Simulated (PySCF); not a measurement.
Compound: t-butyl iodide, C4H9I.
Cartesian coordinates in Å at the PBE0-D3(BJ)/def2-SVP level; atoms count from 1:
```xyz
14
C4H9I angstrom
C     -0.221    1.303   -0.429
C     -0.018   -0.001    0.321
C      1.364   -0.580    0.083
C     -1.113   -1.006    0.012
I     -0.161    0.469    2.487
H     -1.202    1.749   -0.213
H     -0.170    1.097   -1.513
H      0.559    2.038   -0.185
H      2.156    0.137    0.344
H      1.524   -1.502    0.659
H      1.465   -0.825   -0.989
H     -2.112   -0.595    0.216
H     -0.991   -1.931    0.592
H     -1.061   -1.265   -1.060
```

Theory: PySCF, PBE0-D3(BJ)/def2-SVP geometry optimisation, gas phase, def2 core potentials past Kr.

Take the most abundant isotopes and a rigid rotor. 

Question: Give the principal moments of inertia and the rotational constants in cm⁻¹.

Answer: Ia = 111.17, Ib = 326.55, Ic = 326.57 u·Å²; 505379 MHz·u·Å²/I gives 4546, 1548 and 1548 MHz, that is A = 0.15164, B = 0.05162, C = 0.05162 cm⁻¹.

Question: Classify the top.

Answer: A prolate symmetric top, as the point group C3v requires two equal moments: κ = (2 × 1548 − 4546 − 1548)/(4546 − 1548) = -1.00.

Question: Where do the R-branch lines fall?

Answer: The dipole of 2.34 D lies along the symmetry axis, so ΔK = 0 and J+1 ← J falls at 2B(J+1) for every K: 3.10 GHz, 6.19 GHz, 9.29 GHz, 12.38 GHz, 15.48 GHz for J = 0 to 4.

Question: Estimate the classical rotational partition function at 25 K, 200 K and 500 K.

Answer: Point group C3v, symmetry number σ = 3; q = (√π/σ)·√((kT/h)³/(ABC)), k/h = 20836.6 MHz/K: 2130 at 25 K, 48200 at 200 K, 190000 at 500 K.

No PBE0-D3(BJ)/def2-SVP frequencies stand behind this structure, so it isn't proved a minimum. These are rigid-rotor constants of the computed structure; measured ground-state constants (B0) also hold zero-point vibration.

Time: 55 s; peak memory 0.56 GiB. Hardware: one thread of an Arm Neoverse N1, shared host with 64 logical CPUs at a one-minute load of 57. That covers the optimisation of the geometry.
